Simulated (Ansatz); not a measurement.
Cartesian coordinates (Å):
SMILES: B[C@]12CC[C@](S)(CC1)C2
```xyz
22

B      2.4697    -0.3005     0.5887
C      0.9981    -0.0180     0.1888
C      0.5626    -1.2908    -0.6132
C     -0.9859    -1.2274    -0.5696
C     -1.2663     0.0581     0.2219
S     -2.9674     0.0473     0.8451
C     -0.8908     1.2603    -0.6584
C      0.6554     1.1973    -0.6990
C     -0.1209     0.0365     1.2412
H      2.7191    -0.9370     1.5890
H      3.3844     0.0249    -0.1363
H      0.9245    -2.2164    -0.1364
H      0.9641    -1.2739    -1.6367
H     -1.4402    -1.1955    -1.5709
H     -1.4040    -2.0981    -0.0416
H     -2.9072     1.2461     1.4653
H     -1.3675     1.1950    -1.6477
H     -1.2417     2.1936    -0.1918
H      1.0584     1.0803    -1.7163
H      1.0972     2.1168    -0.2856
H     -0.1535    -0.8442     1.9001
H     -0.0883     0.9455     1.8634
```
Charge 0, multiplicity 1.

All values below come from frozen-core CCSD(T)/cc-pVDZ // PBE0-D3(BJ)/def2-SVP (Ansatz, a first-principles code).

```json
{
 "HF energy": "-694.85333 Ha",
 "MP2 correlation energy": "-1.20172 Ha"
}
```

**Question.** Estimate the CCSD correlation energy, the (T) correction, the total energy and the T1 diagnostic.

**Answer.** 
```json
{
  "CCSD correlation energy": "-1.29570 Ha",
  "(T) correction": "-0.04589 Ha",
  "CCSD(T) total energy": "-696.19492 Ha",
  "T1 diagnostic": "0.009"
}
```
